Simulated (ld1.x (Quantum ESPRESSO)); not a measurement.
## Pb (Z = 82): variants of one TM semilocal potential

Base potential:

ld1.x (Quantum ESPRESSO) 7.5 input, shortened:

```
&input
   title='Pb', zed=82., rel=1, dft='PZ', iswitch=3,
   config='[Xe] 4f14 5d10 6s2 6p1'
 /
 &inputp
   pseudotype=1, tm=.true., lloc=1,
   nlcc=.false.
 /
3
5S  1  0   2.00   0.00  1.20  1.20  0.0
5D  3  2  10.00   0.00  1.55  1.55  0.0
5P  2  1   6.00   0.00  1.65  1.65  0.0
 &test
   configts(1)='5s2 5p6 5d10 6s2 6p1'
 /
```

Occupied shells without a wave of their own: 6p, 6s. They enter only through the test configuration that unscreens the potential.

All-electron outer shells of the reference configuration (LDA (PZ), scalar-relativistic, ld1.x):

| shell | level (eV) | outermost node (bohr) | outermost maximum (bohr) |
| --- | --- | --- | --- |
| 5s | -152.20 | 0.45 | 0.78 |
| 4f | -141.04 | – | 0.35 |
| 5p | -93.73 | 0.49 | 0.88 |
| 5d | -29.03 | 0.52 | 1.07 |
| 6s | -19.59 | 1.01 | 1.95 |
| 6p | -10.15 | 1.18 | 2.50 |

Cutoffs, loose and tight: the cutoffs (Ry, on a coarse ladder) from which the occupation-weighted sum of valence levels, in a spherical-Bessel basis at the reference potential, stays within 10 and 1 mRy of its value at 400 Ry. They do not see the model core or the augmentation charge, which bear on the density cutoff. Test errors are all-electron minus pseudo excitation energies from the reference, over the configurations 5s2 5p6 5d10 6s2 6p2; 5s2 5p6 5d10 6s2 6p0; 5s2 5p6 5d10 6s1 6p0; 5s2 5p6 5d9 6s2 6p2; 5s2 5p6 5d10 6s1 6p3; 5s2 5p6 5d9 6s2 6p3; 5s2 5p6 5d10 6s0 6p0 (two spin-polarised tests are not counted in the largest error). A dash means not determined; rows that change the core or the reference have their own tests.

A semilocal file is local in each channel, so a ghost entry of none says nothing of the separable form that plane-wave codes build from it.

| change | outcome | cutoff, loose | cutoff, tight | bound ghosts | largest test error (meV) |
| --- | --- | --- | --- | --- | --- |
| base | generated, misses its reference levels by 2.23 eV | 120 Ry | 200 Ry | none | -8329 |
| wave 5d (bound): rc 1.55 bohr becomes 5d (bound): rc 1.04 bohr | generated, misses its reference levels by 2.23 eV | 140 Ry | 230 Ry | none | -8332 |
| wave 5d (bound): rc 1.55 bohr becomes 5d (bound): rc 1.26 bohr | generated, misses its reference levels by 2.23 eV | 120 Ry | 200 Ry | none | -8334 |
| wave 5d (bound): rc 1.55 bohr becomes 5d (bound): rc 1.34 bohr | generated, misses its reference levels by 2.23 eV | 120 Ry | 200 Ry | none | -8333 |
| wave 5d (bound): rc 1.55 bohr becomes 5d (bound): rc 1.60 bohr | generated, misses its reference levels by 2.23 eV | 120 Ry | 200 Ry | none | -8329 |
| wave 5d (bound): rc 1.55 bohr becomes 5d (bound): rc 1.74 bohr | generated, misses its reference levels by 2.23 eV | 120 Ry | 200 Ry | none | -8329 |
| wave 5d (bound): rc 1.55 bohr becomes 5d (bound): rc 1.90 bohr | generated, misses its reference levels by 2.23 eV | 120 Ry | 200 Ry | none | -8335 |
| wave 5d (bound): rc 1.55 bohr becomes 5d (bound): rc 2.08 bohr | generated, misses its reference levels by 2.23 eV | 120 Ry | 200 Ry | none | -8352 |
| wave 5d (bound): rc 1.55 bohr becomes 5d (bound): rc 2.36 bohr | generated, misses its reference levels by 2.23 eV | 120 Ry | 200 Ry | none | -8403 |

Reading the sweep of the d radius (base included, trends over the rows without a ghost): The loose cutoff stays near 120 Ry. The median size of the test errors (rows with all tests solved) stays near 1128.4 meV.
